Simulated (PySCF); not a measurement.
Zn(I)(SH) (HISZn), SMILES [SH][Zn][I].

The structure is a stationary point at PBE0-D3(BJ)/def2-SVP. The def2 effective core potentials stand for the cores of I; spin–orbit coupling is left out. Other conformers were not sampled.

The numbers are results of IEF-PCM-PBE0/def2-SVP (PySCF), not measurements.

The values are the electrostatic part of the solvation free energy, E(continuum) − E(gas) at the gas-phase geometry, in a cavity of scaled van der Waals radii (PySCF's table); cavitation and dispersion terms are not included. A continuum can't describe solvent molecules that bind to the metal. In vacuum the orbital gap is 5.99 eV. The dipole moment in vacuum is 0.97 D.

```csv
solvent,ε,ΔG(elec) (kcal/mol),dipole (D),gap (eV)
water,78.36,-17.2,1.42,6.50
methanol,32.61,-16.6,1.40,6.48
n-hexane,1.88,(withheld),(withheld),(withheld)
```

Q: Some entries are withheld; supply them. (An estimate is asked for; the answer gives what the named calculation found.)

A: 
- n-hexane, ΔG(elec) (kcal/mol): -5.4
- n-hexane, dipole (D): 1.11
- n-hexane, gap (eV): 6.14
